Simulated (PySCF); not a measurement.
PySCF input file for C2H8BNO, SMILES CNBOC, TDA-B3LYP/def2-SVPD. Geometry: PBE-D3(BJ)/def2-SVP. The structure was generated by enumeration, and PubChem lists no compound with its InChIKey, so it may never have been made. Other conformers were not sampled.

```python
import numpy as np
from pyscf import gto, scf, dft, tdscf

mol = gto.M(
    atom='''
    B     0.80898033    0.00898990   -0.00000000
    H     1.94905926   -0.41962712   -0.00000000
    N    -0.28057290   -0.89218658    0.00000000
    C    -0.18334704   -2.33739272   -0.00000000
    H    -1.23967969   -0.53740452    0.00000000
    H    -0.65722701   -2.79531854   -0.89714786
    H    -0.65722701   -2.79531854    0.89714786
    H     0.88385886   -2.63145791   -0.00000000
    O     0.66385858    1.37908544    0.00000000
    C    -0.61157871    1.98022266   -0.00000000
    H    -1.20691430    1.70401741    0.90209363
    H    -0.48716123    3.08178519    0.00000000
    H    -1.20691431    1.70401741   -0.90209363
    ''',
    basis='def2-SVPD',
    charge=0,
    spin=0,
    symmetry=True,
    max_memory=1600,
    verbose=4,
)
mf = dft.RKS(mol, xc='b3lyp').density_fit(auxbasis='def2-universal-jkfit')
mf.grids.level = 3
mf.conv_tol = 1e-9
mf.max_cycle = 100
mf.kernel()
mf.grids = dft.Grids(mol).set(level=1).build(with_non0tab=True)  # coarser grid for the response kernel
td = tdscf.TDA(mf)
td.singlet = True
td.nstates = 10
td.conv_tol = 1e-4
td.positive_eig_threshold = 1e-6
td.kernel(x0=td.get_init_guess(mf, 15))
td.analyze()
tt = tdscf.TDA(mf)
tt.singlet = False
tt.nstates = 4
tt.conv_tol = 1e-4
tt.positive_eig_threshold = 1e-6
tt.kernel(x0=tt.get_init_guess(mf, 9))
tt.analyze(verbose=3)
```

Output:

```
PySCF version 2.14.0

[INPUT] verbose = 4
[INPUT] num. atoms = 13
[INPUT] num. electrons = 40
[INPUT] charge = 0
[INPUT] spin (= nelec alpha-beta = 2S) = 0
[INPUT] symmetry True subgroup None
[INPUT] Mole.unit = angstrom
[INPUT] Symbol           X                Y                Z      unit          X                Y                Z       unit  Magmom
[INPUT]  1 B      0.808980330000   0.008989900000   0.000000000000 AA    1.528751263860   0.016988448887   0.000000000000 Bohr   0.0
[INPUT]  2 H      1.949059260000  -0.419627120000   0.000000000000 AA    3.683188201947  -0.792980331240   0.000000000000 Bohr   0.0
[INPUT]  3 N     -0.280572900000  -0.892186580000   0.000000000000 AA   -0.530205938975  -1.685988288212   0.000000000000 Bohr   0.0
[INPUT]  4 C     -0.183347040000  -2.337392720000   0.000000000000 AA   -0.346475691350  -4.417032086352   0.000000000000 Bohr   0.0
[INPUT]  5 H     -1.239679690000  -0.537404520000   0.000000000000 AA   -2.342655096286  -1.015547360903   0.000000000000 Bohr   0.0
[INPUT]  6 H     -0.657227010000  -2.795318540000  -0.897147860000 AA   -1.241979050567  -5.282386471519  -1.695363748640 Bohr   0.0
[INPUT]  7 H     -0.657227010000  -2.795318540000   0.897147860000 AA   -1.241979050567  -5.282386471519   1.695363748640 Bohr   0.0
[INPUT]  8 H      0.883858860000  -2.631457910000   0.000000000000 AA    1.670251178170  -4.972734758220   0.000000000000 Bohr   0.0
[INPUT]  9 O      0.663858580000   1.379085440000   0.000000000000 AA    1.254510901643   2.606093783975   0.000000000000 Bohr   0.0
[INPUT] 10 C     -0.611578710000   1.980222660000   0.000000000000 AA   -1.155716265515   3.742078493058   0.000000000000 Bohr   0.0
[INPUT] 11 H     -1.206914300000   1.704017410000   0.902093630000 AA   -2.280737482821   3.220126216391   1.704709899415 Bohr   0.0
[INPUT] 12 H     -0.487161230000   3.081785190000   0.000000000000 AA   -0.920601303206   5.823729983841   0.000000000000 Bohr   0.0
[INPUT] 13 H     -1.206914310000   1.704017410000  -0.902093630000 AA   -2.280737501718   3.220126216391  -1.704709899415 Bohr   0.0

nuclear repulsion = 171.459247535174
point group symmetry = Cs
symmetry origin: [ 2.83458919e-09 -9.44862855e-10  0.00000000e+00]
symmetry axis x: [ 1.00000000e+00 -1.80973021e-10  5.40535677e-10]
symmetry axis y: [-1.80973021e-10 -1.00000000e+00 -1.30703158e-16]
symmetry axis z: [-5.40535677e-10 -3.26797100e-17  1.00000000e+00]
num. orbitals of irrep A' = 112
num. orbitals of irrep A" = 55
number of shells = 73
number of NR pGTOs = 233
number of NR cGTOs = 167
basis = def2-SVPD
ecp = {}


[settings echo left out]
init E= -235.988025533724
HOMO (A") = -0.305954449859968  LUMO (A") = -0.0412033282882751  gap/eV = 7.20424
cycle= 1 E= -235.692812716559  delta_E= 0.295  |g|= 0.637  |ddm|=  4.9
HOMO (A") = -0.153270031021375  LUMO (A') = 0.0111179988343513  gap/eV = 4.47323
cycle= 2 E= -235.548929881654  delta_E= 0.144  |g|= 1.07  |ddm|=  1.6
HOMO (A") = -0.251179973775763  LUMO (A') = 0.00759373299475108  gap/eV = 7.04159
cycle= 3 E= -235.77460904667  delta_E= -0.226  |g|= 0.109  |ddm|= 0.951
HOMO (A") = -0.264696624933402  LUMO (A') = 0.00623348106707278  gap/eV = 7.37238
cycle= 4 E= -235.776483476021  delta_E= -0.00187  |g|= 0.0542  |ddm|= 0.144
HOMO (A") = -0.258024976989923  LUMO (A') = 0.00728495006296725  gap/eV = 7.21945
cycle= 5 E= -235.777090163906  delta_E= -0.000607  |g|= 0.0144  |ddm|= 0.0543
HOMO (A") = -0.25885589841309  LUMO (A') = 0.00708205194182066  gap/eV = 7.23654
cycle= 6 E= -235.777137236379  delta_E= -4.71e-05  |g|= 0.00292  |ddm|= 0.0195
HOMO (A") = -0.258975139942825  LUMO (A') = 0.00705901449132984  gap/eV = 7.23916
cycle= 7 E= -235.777139266737  delta_E= -2.03e-06  |g|= 0.000448  |ddm|= 0.00446
HOMO (A") = -0.258963573643695  LUMO (A') = 0.00707371623587205  gap/eV = 7.23924
cycle= 8 E= -235.777139313766  delta_E= -4.7e-08  |g|= 0.000149  |ddm|= 0.000794
HOMO (A") = -0.258953146720896  LUMO (A') = 0.0070748831299885  gap/eV = 7.23899
cycle= 9 E= -235.777139319587  delta_E= -5.82e-09  |g|= 2.48e-05  |ddm|= 0.000261
HOMO (A") = -0.258955805147969  LUMO (A') = 0.00707363984240006  gap/eV = 7.23903
cycle= 10 E= -235.777139319734  delta_E= -1.47e-10  |g|= 4.67e-06  |ddm|= 4.44e-05
HOMO (A") = -0.258955451945698  LUMO (A') = 0.00707393540526757  gap/eV = 7.23903
Extra cycle  E= -235.777139319734  delta_E= 4.55e-13  |g|= 5.92e-06  |ddm|= 1.56e-05
converged SCF energy = -235.777139319734
tot grids = 45616
Overwritten attributes  positive_eig_threshold  of <class 'pyscf.tdscf.rks.TDA'>


******** <class 'pyscf.tdscf.rks.TDA'> for <class 'pyscf.df.df_jk.DFSymAdaptedRKS'> ********
nstates = 10 singlet
deg_eia_thresh = 1.000e-03
wfnsym = None
conv_tol = 0.0001
eigh lindep = 1e-12
eigh level_shift = 0
eigh max_cycle = 100


Excitation energies (eV)
[6.24869581 7.0348093  7.19603755 7.43806334 7.81458031 7.88070015
 7.99687098 8.18174332 8.26671332 8.27746957]

** Singlet excitation energies and oscillator strengths **
Excited State   1:   A"      6.24870 eV    198.42 nm  f=0.0057
      20 -> 21       -0.69712
Excited State   2:   A"      7.03481 eV    176.24 nm  f=0.0208
      20 -> 22       -0.69587
Excited State   3:   A"      7.19604 eV    172.30 nm  f=0.0002
      20 -> 24        0.69415
Excited State   4:   A'      7.43806 eV    166.69 nm  f=0.2042
      20 -> 23       -0.68376
Excited State   5:   A"      7.81458 eV    158.66 nm  f=0.0003
      18 -> 21       -0.23346
      20 -> 25        0.65000
Excited State   6:   A'      7.88070 eV    157.33 nm  f=0.0107
      19 -> 21       -0.69134
Excited State   7:   A"      7.99687 eV    155.04 nm  f=0.0028
      18 -> 21        0.64509
      20 -> 25        0.22892
      20 -> 26        0.11406
Excited State   8:   A"      8.18174 eV    151.54 nm  f=0.0039
      19 -> 23       -0.69484
Excited State   9:   A"      8.26671 eV    149.98 nm  f=0.0117
      18 -> 21        0.10367
      20 -> 26       -0.67122
      20 -> 28       -0.12175
Excited State  10:   A'      8.27747 eV    149.79 nm  f=0.0204
      20 -> 27       -0.69515

** Transition electric dipole moments (AU) **
state          X           Y           Z        Dip. S.      Osc.
  1         0.0000     -0.0000     -0.1924      0.0370      0.0057
  2        -0.0000      0.0000      0.3474      0.1207      0.0208
  3         0.0000     -0.0000      0.0349      0.0012      0.0002
  4         0.2528      1.0280     -0.0000      1.1207      0.2042
  5         0.0000      0.0000      0.0373      0.0014      0.0003
  6        -0.1736     -0.1596      0.0000      0.0556      0.0107
  7         0.0000      0.0000      0.1196      0.0143      0.0028
  8         0.0000     -0.0000      0.1392      0.0194      0.0039
  9        -0.0000     -0.0000      0.2402      0.0577      0.0117
 10         0.2685     -0.1683     -0.0000      0.1004      0.0204

** Transition velocity dipole moments (imaginary part, AU) **
state          X           Y           Z        Dip. S.      Osc.
  1         0.0000      0.0000     -0.0386      0.0015      0.0043
  2        -0.0000     -0.0000      0.0872      0.0076      0.0196
  3         0.0000      0.0000     -0.0160      0.0003      0.0006
  4        -0.0255      0.2006     -0.0000      0.0409      0.0997
  5         0.0000      0.0000      0.0043      0.0000      0.0000
  6        -0.0381     -0.0309      0.0000      0.0024      0.0056
  7        -0.0000      0.0000      0.0383      0.0015      0.0033
  8        -0.0000      0.0000     -0.0003      0.0000      0.0000
  9        -0.0000     -0.0000      0.1026      0.0105      0.0231
 10         0.0263     -0.0516      0.0000      0.0034      0.0073

** Transition magnetic dipole moments (imaginary part, AU) **
state          X           Y           Z
  1         0.4291      0.2141      0.0000
  2         0.5530     -0.1900     -0.0000
  3         0.1005     -0.0999      0.0000
  4         0.0000      0.0000     -0.4571
  5         0.2552     -0.0925      0.0000
  6        -0.0000     -0.0000     -0.6460
  7        -0.3034     -0.4497     -0.0000
  8        -0.0826      0.9260     -0.0000
  9         0.0347     -0.0642      0.0000
 10        -0.0000     -0.0000      0.2701


******** <class 'pyscf.tdscf.rks.TDA'> for <class 'pyscf.df.df_jk.DFSymAdaptedRKS'> ********
nstates = 4 triplet
deg_eia_thresh = 1.000e-03
wfnsym = None
conv_tol = 0.0001
eigh lindep = 1e-12
eigh level_shift = 0
eigh max_cycle = 100


Excitation energies (eV)
[6.04613196 6.09750887 6.92660569 7.10135373]

** Triplet excitation energies and oscillator strengths **
Excited State   1:   A'      6.04613 eV    205.06 nm  f=0.0000
Excited State   2:   A"      6.09751 eV    203.34 nm  f=0.0000
Excited State   3:   A"      6.92661 eV    179.00 nm  f=0.0000
Excited State   4:   A"      7.10135 eV    174.59 nm  f=0.0000
```

Self-consistency was reached.

Cost: about 110 core-seconds (a rough figure).
